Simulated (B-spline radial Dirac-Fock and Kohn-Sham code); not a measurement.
## Tc⁶⁺ 3p1/2: cross section and angular parameters

System: the Tc⁶⁺ ion, [Kr] 4d1; threshold 539.3 eV (orbital energy of the model). Method: Dirac-Hartree-Slater photoionisation with a Latter tail; cross sections with all multipoles, angular parameters from the dipole term and its interference with E2. Computed with a B-spline atomic structure program.

Input of the calculation (task.json; shells as n, l, electrons):

```json
{"items": [{
  "Z": 43,
  "q": 6,
  "cfg": [[1, 0, 2], [2, 0, 2], [2, 1, 6], [3, 0, 2], [3, 1, 6], [3, 2, 10], [4, 0, 2], [4, 1, 6], [4, 2, 1]],
  "A": 97,
  "rrms": 4.4112,
  "do": "xps",
  "hv": [53.9, 57.8, 70.1, 80, 94.6, 99.1, 113.0, 200, 257.0, 300, 417.0, 450.0, 600, 662.0, 800, 947.0, 1320.0, 1450.0, 1540.0, 1560.0, 1740.0, 2984.4, 7210.0, 8047.8, 8980.0, 9610.0, 10800.0, 11200.0, 11500.0, 12000]
}]}
```

Command: `python xray2_run.py task.json out`

For linearly polarised light dσ/dΩ = σ/(4π) [1 + β P₂(cos θ) + (δ + γ cos²θ) sin θ cos φ], with θ from the polarisation vector and φ the angle between the beam and the projection of the electron momentum on the plane normal to the polarisation.

```csv
hν (eV),σ (kb),β,γ,δ
600,158,0.933,0.237,0.079
662,145,1.171,0.266,0.046
800,117,1.404,0.158,0.015
947,93.6,1.510,0.056,0.005
1320,54.9,1.599,-0.023,0.001
1450,46.4,1.607,-0.015,0.002
1540,41.5,1.610,-0.004,0.002
1560,40.5,1.610,-0.001,0.002
1740,32.8,1.610,0.031,0.003
2984.4,10.3,1.545,0.348,0.012
7210,?,?,?,?
8047.8,0.798,1.257,1.259,0.076
8980,0.584,1.215,1.365,0.090
9610,0.480,1.189,1.430,0.098
10800,0.341,1.143,1.541,0.115
11200,0.307,1.128,1.575,0.121
11500,0.284,1.118,1.600,0.125
12000,0.250,1.100,1.640,0.132
```

Question: Give the values at 7210 eV.

Answer: σ = 1.09 kb, β = 1.296, γ = 1.151, δ = 0.065.
